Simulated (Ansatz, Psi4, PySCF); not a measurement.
Molecule: C₂H₈ClSi₂, charge 0, multiplicity 2. SMILES: C[SiH]([SiH]Cl)C
Coordinates optimised at B3LYP-D3(BJ)/def2-TZVP (Ansatz, an electronic-structure program):
```
Si
H 1 1.4872
C 1 1.8764 2 110.40
H 3 1.0909 1 111.32 2 54.79
H 3 1.0917 4 108.04 1 -121.38
H 3 1.0922 4 108.21 5 -116.83
C 1 1.8804 2 110.10 3 -123.12
H 7 1.0908 1 111.38 2 -55.77
H 7 1.0914 8 108.13 1 121.43
H 7 1.0930 8 108.21 9 117.04
Si 1 2.3503 2 106.73 7 -119.62
H 11 1.4907 1 115.68 2 61.36
Cl 11 2.0927 12 105.80 1 -118.98
```
Charge 0, spin multiplicity 2.

Wanted: size of the dipole moment, in D. Terms: no spin-orbit coupling; no dispersion term unless named; 6-31G* and kin with 6d, 5d where marked; LANL2DZ with its own core potentials from Na on; non-relativistic; 6-311+G** with 5d, 6d on Na to Ar in Ansatz; open shells spin-unrestricted. First-principles rows: single points at B3LYP-D3(BJ) geometries (Ansatz).

```json
[
 {"level": "SVWN5/6-31G*", "program": "Ansatz", "size of the dipole moment (D)": "2.24"},
 {"level": "PBE/STO-3G", "program": "Ansatz", "size of the dipole moment (D)": "2.74"},
 {"level": "PBE/LANL2DZ", "program": "Ansatz", "size of the dipole moment (D)": "2.50"},
 {"level": "PBE/6-31G*", "program": "Ansatz", "size of the dipole moment (D)": "2.22"},
 {"level": "BLYP/6-31G*", "program": "Ansatz", "size of the dipole moment (D)": "2.19"},
 {"level": "BP86/def2-SVP", "program": "PySCF", "size of the dipole moment (D)": "1.78"},
 {"level": "BP86/6-31G* (5d)", "program": "PySCF", "size of the dipole moment (D)": "2.22"},
 {"level": "B3LYP/6-31G*", "program": "Ansatz", "size of the dipole moment (D)": "2.25"},
 {"level": "B3LYP/def2-SVP", "program": "Ansatz", "size of the dipole moment (D)": "1.78"},
 {"level": "PBE0/6-311+G**", "program": "Ansatz", "size of the dipole moment (D)": "2.16"},
 {"level": "M06-2X/6-31G* (5d)", "program": "PySCF", "size of the dipole moment (D)": "2.31"},
 {"level": "wB97X-D/6-31G*", "program": "Psi4", "size of the dipole moment (D)": "2.30"},
 {"level": "wB97X-D/6-311+G**", "program": "Psi4", "size of the dipole moment (D)": "2.18"},
 {"level": "B3PW91/6-31G* (5d)", "program": "PySCF", "size of the dipole moment (D)": "2.27"}
]
```

No value to compare with is used here. The 14 habitual levels span 1.78 (B3LYP/def2-SVP) to 2.74 D (PBE/STO-3G).

The levels are drawn from those run, B3LYP/6-31G* more often than the rest, none by its result; left out are runs that failed, that the program found above a lower state of the same kind, or whose <S^2> lies over 0.5 above the pure value.
